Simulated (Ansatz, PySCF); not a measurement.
C₆H₄N₂OSe, SMILES c1c[se]c(-c2nnco2)c1. Atoms are numbered in the order given.

```xyz
14

C      1.6135    -2.2053     0.0000
C      0.3303    -2.6883     0.0000
Se    -0.9384    -1.3191     0.0000
C      0.5124    -0.1182     0.0000
C      0.3313     1.3117     0.0000
N      1.2364     2.2495     0.0000
N      0.5558     3.4555     0.0000
C     -0.7021     3.1673     0.0000
O     -0.9307     1.8297     0.0000
C      1.7181    -0.7835     0.0000
H      2.4863    -2.8608     0.0000
H      0.0173    -3.7316     0.0000
H     -1.5576     3.8382     0.0000
H      2.6644    -0.2406     0.0000
```
Charge 0, spin multiplicity 1.

Geometry optimised at B3LYP-D3(BJ)/def2-SVP. The structure was generated by enumeration, and PubChem lists no compound with its InChIKey, so it may never have been made. Other conformers were not sampled.

Two levels are set side by side: PBE-D3(BJ)/def2-SVP (Ansatz, a quantum-chemistry and plane-wave program) and B3LYP-D3(BJ)/def2-SVP (Ansatz). Each level has its own optimised geometry; the coordinates shown are those of the second. Frequencies come from the Hessian of PySCF at each geometry. Differences are taken from unrounded values.

```
quantity                            B3LYP-D3(BJ)  PBE-D3(BJ)  PBE-D3(BJ) minus B3LYP-D3(BJ)
----------------------------------  ------------  ----------  -----------------------------
mean bond length (Å)                       1.362       1.368                          0.007
bond C1–C2 (Å)                             1.371       1.381                          0.010
bond C1–C10 (Å)                            1.426       1.425                         -0.001
bond C2–Se3 (Å)                            1.867       1.867                          0.000
bond Se3–C4 (Å)                            1.883       1.886                          0.002
bond C4–C5 (Å)                             1.441       1.441                         -0.001
bond C4–C10 (Å)                            1.377       1.388                          0.011
bond C5–N6 (Å)                             1.303       1.317                          0.013
bond C5–O9 (Å)                             1.364       1.374                          0.010
bond N6–N7 (Å)                             1.385       1.386                          0.001
bond N7–C8 (Å)                             1.291       1.302                          0.012
bond C8–O9 (Å)                             1.357       1.364                          0.007
bond C1–H11 (Å)                            1.092       1.100                          0.008
bond C2–H12 (Å)                            1.089       1.097                          0.008
bond C8–H13 (Å)                            1.087       1.095                          0.008
bond C10–H14 (Å)                           1.091       1.099                          0.008
highest harmonic wavenumber (cm⁻¹)          3289        3220                            -69
mean harmonic wavenumber (cm⁻¹)             1133        1100                            -33
zero-point energy (kcal/mol)               58.29       56.60                          -1.69
```

Exact exchange shortens and stiffens bonds; PBE has none. Differences between two approximate levels are no errors against the true value.
